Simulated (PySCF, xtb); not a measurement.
Si(H)2(Cl)(Me) (CH5ClSi), SMILES C[SiH2]Cl.

GFN2-xTB (xtb) at its own geometry gives an orbital gap of 6.10 eV and a dipole moment of 2.01 D.

The structure is a stationary point at B3LYP-D3(BJ)/def2-TZVP.

Problem. What does B3LYP/def2-TZVPD (PySCF) give? (Estimate from the structure and the level; the computed values follow.)

Solution. gap 8.38 eV (levels -8.53 and -0.15 eV), dipole 1.92 D.
